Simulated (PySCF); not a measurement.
**Electron correlation in Ir²⁺ (iridium, charge +2)**

[Xe] 4f14 5d6 6p1, one real determinant (an excited configuration). Computed with PySCF 2.14 in x2c-TZVPPall with one added diffuse shell each of s, p, d, f type (12s8p8d4f1g, 113 functions), with the spin-free X2C one-electron Hamiltonian (Gaussian nucleus). Frozen: [Xe] 4f14; 7 electrons correlated.

| level | correlation energy (mhartree) |
| --- | --- |
| CCSD | -116.35 |
| (T) | -3.67 |
| CCSD(T) | -120.02 |

Diagnostics: T1 = 0.0065, D1 = 0.0196, largest double amplitude 0.091.

The real determinant used has ⟨L²⟩ near 8 against 12 for a pure F term, so it mixes terms. Spin-orbit coupling, absent here, splits the open shell strongly.

Cost of the coupled-cluster step: of the order of 13 core-seconds, for 7 correlated electrons.

Iterations:

```
CC2 = 0
CCSD nocc = (np.int64(6), np.int64(1)), nmo = (79, 79)
frozen orbitals [[0, 1, 2, 3, 4, 5, 6, 7, 8, 9, 10, 11, 12, 13, 14, 15, 16, 17, 18, 19, 20, 21, 22, 23, 24, 25, 26, 27, 28, 29, 30, 31, 32, 33], [0, 1, 2, 3, 4, 5, 6, 7, 8, 9, 10, 11, 12, 13, 14, 15, 16, 17, 18, 19, 20, 21, 22, 23, 24, 25, 26, 27, 28, 29, 30, 31, 32, 33]]
max_cycle = 100
direct = 0
conv_tol = 1e-08
conv_tol_normt = 1e-06
diis_space = 8
diis_start_cycle = 0
Init t2, MP2 energy = -0.107769438680037
Init E_corr(UCCSD) = -0.107769438680608
cycle = 1  E_corr(UCCSD) = -0.113287936595691  dE = -0.00551849792  norm(t1,t2) = 0.0279065
cycle = 2  E_corr(UCCSD) = -0.11433406934002  dE = -0.00104613274  norm(t1,t2) = 0.016778
cycle = 3  E_corr(UCCSD) = -0.115592298208376  dE = -0.00125822887  norm(t1,t2) = 0.0126683
cycle = 4  E_corr(UCCSD) = -0.115934157835565  dE = -0.000341859627  norm(t1,t2) = 0.00741317
cycle = 5  E_corr(UCCSD) = -0.116249055461181  dE = -0.000314897626  norm(t1,t2) = 0.00457953
cycle = 6  E_corr(UCCSD) = -0.116283526236124  dE = -3.44707749e-05  norm(t1,t2) = 0.00276899
cycle = 7  E_corr(UCCSD) = -0.116311479504408  dE = -2.79532683e-05  norm(t1,t2) = 0.0142338
cycle = 8  E_corr(UCCSD) = -0.116345448580063  dE = -3.39690757e-05  norm(t1,t2) = 0.000977393
cycle = 9  E_corr(UCCSD) = -0.116352443531278  dE = -6.99495122e-06  norm(t1,t2) = 0.000396554
cycle = 10  E_corr(UCCSD) = -0.116351290020921  dE = 1.15351036e-06  norm(t1,t2) = 0.000149051
cycle = 11  E_corr(UCCSD) = -0.116350321804544  dE = 9.68216377e-07  norm(t1,t2) = 7.56963e-05
cycle = 12  E_corr(UCCSD) = -0.116350686814925  dE = -3.65010381e-07  norm(t1,t2) = 2.83389e-05
cycle = 13  E_corr(UCCSD) = -0.116350599032258  dE = 8.77826673e-08  norm(t1,t2) = 1.40068e-05
cycle = 14  E_corr(UCCSD) = -0.116350386258698  dE = 2.1277356e-07  norm(t1,t2) = 4.98906e-06
cycle = 15  E_corr(UCCSD) = -0.116350247200726  dE = 1.39057972e-07  norm(t1,t2) = 2.41277e-06
cycle = 16  E_corr(UCCSD) = -0.116350244350825  dE = 2.8499013e-09  norm(t1,t2) = 3.8896e-06
cycle = 17  E_corr(UCCSD) = -0.116350204767709  dE = 3.95831154e-08  norm(t1,t2) = 3.69715e-06
cycle = 18  E_corr(UCCSD) = -0.116350183297904  dE = 2.1469805e-08  norm(t1,t2) = 6.07303e-07
cycle = 19  E_corr(UCCSD) = -0.116350170678077  dE = 1.26198268e-08  norm(t1,t2) = 3.87042e-07
cycle = 20  E_corr(UCCSD) = -0.116350152937674  dE = 1.77404028e-08  norm(t1,t2) = 2.82256e-07
cycle = 21  E_corr(UCCSD) = -0.116350148084227  dE = 4.85344785e-09  norm(t1,t2) = 1.57145e-07
UCCSD converged
E(UCCSD) = -17822.88749190435  E_corr = -0.1163501480842266
UCCSD(T) correction = -0.00367010286634746
```

The reference is one real determinant that mixes LS terms of this configuration.
